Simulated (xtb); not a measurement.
These are GFN2-xTB in xtb values and carry that method's errors.

```
xtb start.xyz --ohess tight --gfn 2 --chrg 0 --uhf 0 --iterations 400

# start.xyz
11

B     -0.897933     1.133531     0.155289
N     -0.040355     0.037154    -0.379493
B     -0.682674    -1.312948    -0.431029
C      1.321652     0.061189     0.048019
H     -2.002615     0.898551     0.524329
H     -0.522670     2.243002     0.022305
H     -1.832329    -1.373915    -0.119180
H     -0.420802    -1.996611    -1.372554
H      1.806012    -0.885097    -0.231697
H      1.816024     0.893614    -0.515338
H      1.455691     0.301531     1.130284
```

Output:

```
[...]
         :::::::::::::::::::::::::::::::::::::::::::::::::::::
         ::                     SUMMARY                     ::
         :::::::::::::::::::::::::::::::::::::::::::::::::::::
         :: total energy             -11.149229949034 Eh    ::
         :: gradient norm              0.000275589144 Eh/a0 ::
         :: HOMO-LUMO gap              4.468116633089 eV    ::
         ::.................................................::
         :: SCC energy               -11.294558446555 Eh    ::
         :: -> isotropic ES            0.042443751157 Eh    ::
         :: -> anisotropic ES          0.008842703336 Eh    ::
         :: -> anisotropic XC          0.004885229568 Eh    ::
         :: -> dispersion             -0.005045537947 Eh    ::
         :: repulsion energy           0.145328497521 Eh    ::
         :: add. restraining           0.000000000000 Eh    ::
         :: total charge              -0.000000000000 e     ::
         :::::::::::::::::::::::::::::::::::::::::::::::::::::

           -------------------------------------------------
          |                Numerical Hessian                |
           -------------------------------------------------
step length          :   0.00500
SCC accuracy         :   0.30000
Hessian scale factor :   1.00000
frozen atoms in %    :   0.00000    0
RMS gradient         :   0.00028
estimated CPU  time      0.00 min
estimated wall time      0.00 min

writing file <hessian>.

 projected vibrational frequencies (cm⁻¹)
eigval :       -0.00    -0.00     0.00     0.00     0.00     0.00
eigval :       38.06   249.76   391.30   408.92   416.31   445.74
eigval :      857.13   862.64   876.53   885.56   942.49  1084.74
eigval :     1107.65  1180.27  1195.64  1305.38  1383.20  1418.14
eigval :     1483.97  1490.14  2611.43  2617.07  2668.46  2681.88
eigval :     2977.37  2993.91  3024.59
           -------------------------------------------------
          |                Property Printout                |
           -------------------------------------------------

    * Orbital Energies and Occupations

         #    Occupation            Energy/Eh            Energy/eV
      -------------------------------------------------------------
         1        2.0000           -0.6292139             -17.1218
         2        2.0000           -0.5756695             -15.6648
         3        2.0000           -0.5314844             -14.4624
         4        2.0000           -0.5153088             -14.0223
         5        2.0000           -0.5089323             -13.8488
         6        2.0000           -0.4737140             -12.8904
         7        2.0000           -0.4670354             -12.7087
         8        2.0000           -0.4314092             -11.7392
         9        2.0000           -0.4176477             -11.3648
        10        2.0000           -0.4141582             -11.2698
        11        2.0000           -0.4084063             -11.1133 (HOMO)
        12                         -0.2442059              -6.6452 (LUMO)
        13                         -0.1661558              -4.5213
        14                          0.0521264               1.4184
        15                          0.1588434               4.3223
        16                          0.1874415               5.1005
        17                          0.2081378               5.6637
        18                          0.2463097               6.7024
        19                          0.3447948               9.3823
        20                          0.3591652               9.7734
        21                          0.3888891              10.5822
        22                          0.4591776              12.4949
        23                          0.5032906              13.6952
      -------------------------------------------------------------
                  HL-Gap            0.1642003 Eh            4.4681 eV
             Fermi-level           -0.3263061 Eh           -8.8792 eV

     #   Z          covCN         q      C6AA      α(0)
     1   5 B        2.742     0.245    17.711     7.046
     2   7 N        2.587    -0.177    24.851     7.404
     3   5 B        2.739     0.243    17.743     7.053
     4   6 C        3.700    -0.048    21.603     6.647
     5   1 H        0.940    -0.095     5.394     3.631
     6   1 H        0.938    -0.106     5.754     3.750
     7   1 H        0.940    -0.097     5.465     3.655
     8   1 H        0.938    -0.109     5.875     3.790
     9   1 H        0.925     0.050     2.318     2.381
    10   1 H        0.924     0.047     2.356     2.400
    11   1 H        0.924     0.046     2.367     2.406

 Mol. C6AA /au·bohr⁶  :       1028.281990
 Mol. C8AA /au·bohr⁸  :      22549.845675
 Mol. α(0) /au        :         50.163088

Wiberg/Mayer (AO) data.
largest (>0.10) Wiberg bond orders for each atom

 ---------------------------------------------------------------------------
     #   Z sym  total        # sym  WBO       # sym  WBO       # sym  WBO
 ---------------------------------------------------------------------------
     1   5 B    3.326 --     2 N    1.278     5 H    0.975     6 H    0.974
     2   7 N    3.586 --     3 B    1.288     1 B    1.278     4 C    1.006
     3   5 B    3.339 --     2 N    1.288     7 H    0.974     8 H    0.971
     4   6 C    3.980 --     2 N    1.006     9 H    0.983    10 H    0.981
                            11 H    0.980
     5   1 H    0.991 --     1 B    0.975
     6   1 H    0.989 --     1 B    0.974
     7   1 H    0.991 --     3 B    0.974
     8   1 H    0.988 --     3 B    0.971
     9   1 H    0.997 --     4 C    0.983
    10   1 H    0.998 --     4 C    0.981
    11   1 H    0.998 --     4 C    0.980
 ---------------------------------------------------------------------------

Topologies differ in total number of bonds
Writing topology from bond orders to xtbtopo.mol

molecular dipole:
                 x           y           z       tot (Debye)
 q only:        0.434       0.050       0.015
   full:        0.601       0.066       0.024       1.539
molecular quadrupole (traceless):
                xx          xy          yy          xz          yz          zz
 q only:        0.404       0.070      -1.593      -0.116      -0.922       1.189
  q+dip:        0.773       0.143      -1.567      -0.142      -0.795       0.794
   full:       -0.526       0.121      -2.566      -0.152      -1.863       3.092

           -------------------------------------------------
          |                Geometry Summary                 |
           -------------------------------------------------

      molecular mass/u    :       54.6950805
   center of mass at/Å    :       -0.0815316      -0.0091891      -0.1104009
Molecule has no symmetry elements
It seems to be the C1 point group
  moments of inertia/u·Å² :        0.4969510E+02   0.5369922E+02   0.1002489E+03
rotational constants/cm⁻¹ :        0.3392212E+00   0.3139270E+00   0.1681578E+00

 * 10 selected distances

     #   Z          #   Z                                           value/Å
     1   5 B        2   7 N                                       1.4130984
     2   7 N        3   5 B                                       1.4096556
     2   7 N        4   6 C                                       1.4613656 (max)
     1   5 B        5   1 H                                       1.1671683
     1   5 B        6   1 H                                       1.1728854
     3   5 B        7   1 H                                       1.1678976
     3   5 B        8   1 H                                       1.1728610
     4   6 C        9   1 H                                       1.0882977 (min)
     4   6 C       10   1 H                                       1.0908335
     4   6 C       11   1 H                                       1.0915996

 * 4 distinct bonds (by element types)

   Z      Z             #   av. dist./Å        max./Å        min./Å
   1 H    5 B           4     1.1702031     1.1728854     1.1671683
   1 H    6 C           3     1.0902436     1.0915996     1.0882977
   5 B    7 N           2     1.4113770     1.4130984     1.4096556
   6 C    7 N           1     1.4613656     1.4613656     1.4613656

           -------------------------------------------------
          |               Frequency Printout                |
           -------------------------------------------------
 projected vibrational frequencies (cm⁻¹)
eigval :       -0.00    -0.00     0.00     0.00     0.00     0.00
eigval :       38.06   249.76   391.30   408.92   416.31   445.74
eigval :      857.13   862.64   876.53   885.56   942.49  1084.74
eigval :     1107.65  1180.27  1195.64  1305.38  1383.20  1418.14
eigval :     1483.97  1490.14  2611.43  2617.07  2668.46  2681.88
eigval :     2977.37  2993.91  3024.59
 reduced masses (amu)
   1:  9.90   2:  9.94   3:  8.56   4:  9.14   5:  9.54   6:  8.33   7:  1.49   8:  4.76
   9:  1.16  10:  7.43  11:  6.86  12:  7.78  13:  4.14  14:  3.74  15:  8.66  16:  3.42
  17:  4.34  18:  3.78  19:  3.97  20:  4.00  21:  4.19  22:  9.63  23: 10.90  24:  2.96
  25:  1.55  26:  1.72  27:  1.57  28:  1.60  29:  1.98  30:  1.97  31:  1.91  32:  1.60
  33:  1.60
 IR intensities (km·mol⁻¹)
   1:  0.38   2:  0.17   3:  0.86   4:  0.81   5:  0.36   6:  0.15   7:  0.07   8:  0.75
   9:  0.02  10:  1.56  11:  0.36  12:  0.45  13:289.03  14: 20.00  15:  2.29  16:  6.91
  17: 26.60  18: 12.98  19:  0.17  20: 13.60  21: 17.77  22: 86.90  23:310.37  24: 15.50
  25:  5.66  26: 17.81  27:269.02  28: 21.92  29: 27.82  30:264.76  31: 32.32  32: 31.66
  33: 29.40
 Raman intensities (Ä⁴*amu⁻¹)
   1:  0.00   2:  0.00   3:  0.00   4:  0.00   5:  0.00   6:  0.00   7:  0.00   8:  0.00
   9:  0.00  10:  0.00  11:  0.00  12:  0.00  13:  0.00  14:  0.00  15:  0.00  16:  0.00
  17:  0.00  18:  0.00  19:  0.00  20:  0.00  21:  0.00  22:  0.00  23:  0.00  24:  0.00
  25:  0.00  26:  0.00  27:  0.00  28:  0.00  29:  0.00  30:  0.00  31:  0.00  32:  0.00
  33:  0.00
 output can be read by thermo (or use thermo option).
 writing <g98.out> molden fake output.
 recommended (thermochemical) frequency scaling factor: 1.0
           -------------------------------------------------
          |             Thermodynamic Functions             |
           -------------------------------------------------

c1  symmetry found (for desy threshold:  0.10E+00) used in thermo

          ...................................................
          :                      SETUP                      :
          :.................................................:
          :  # frequencies                          27      :
          :  # imaginary freq.                       0      :
          :  linear?                             false      :
          :  only rotor calc.                    false      :
          :  symmetry                               c1      :
          :  rotational number                       1      :
          :  scaling factor                  1.0000000      :
          :  rotor cutoff                   50.0000000 cm⁻¹ :
          :  imag. cutoff                  -20.0000000 cm⁻¹ :
          :.................................................:

    mode    ω/cm⁻¹     T·S(HO)/kcal·mol⁻¹    T·S(FR)/kcal·mol⁻¹   T·S(vib)
   ------------------------------------------------------------------------
       1     38.06    -1.59731 ( 25.14%)    -1.13543 ( 74.86%)    -1.25155
       2    249.76    -0.51648 ( 99.84%)    -0.57976 (  0.16%)    -0.51658
   ------------------------------------------------------------------------

   temp. (K)  partition function   enthalpy   heat capacity  entropy
                                   cal/mol     cal/K/mol   cal/K/mol   J/K/mol
 298.15  VIB   16.7                 1842.825     12.871     10.618
         ROT  0.395E+05              888.752      2.981     24.015
         INT  0.660E+06             2731.577     15.852     34.633
         TR   0.391E+27             1481.254      4.968     37.902
         TOT                        4212.8313    20.8201    72.5351   303.4870

       T/K    H(0)-H(T)+PV         H(T)/Eh          T*S/Eh         G(T)/Eh
   ------------------------------------------------------------------------
    298.15    0.671357E-02    0.923688E-01    0.344638E-01    0.579050E-01
   ------------------------------------------------------------------------

         :::::::::::::::::::::::::::::::::::::::::::::::::::::
         ::                  THERMODYNAMIC                  ::
         :::::::::::::::::::::::::::::::::::::::::::::::::::::
         :: total free energy         -11.091324979053 Eh   ::
         ::.................................................::
         :: total energy              -11.149229949042 Eh   ::
         :: zero point energy           0.085655178746 Eh   ::
         :: G(RRHO) w/o ZPVE           -0.027750208757 Eh   ::
         :: G(RRHO) contrib.            0.057904969988 Eh   ::
         :::::::::::::::::::::::::::::::::::::::::::::::::::::

optimized geometry written to: xtbopt.xyz

           -------------------------------------------------
          | TOTAL ENERGY              -11.149229949042 Eh   |
          | TOTAL ENTHALPY            -11.056861196235 Eh   |
          | TOTAL FREE ENERGY         -11.091324979053 Eh   |
          | GRADIENT NORM               0.000275563336 Eh/α |
          | HOMO-LUMO GAP               4.468118644532 eV   |
           -------------------------------------------------

------------------------------------------------------------------------
```

Cost: roughly 0.4 core-seconds.
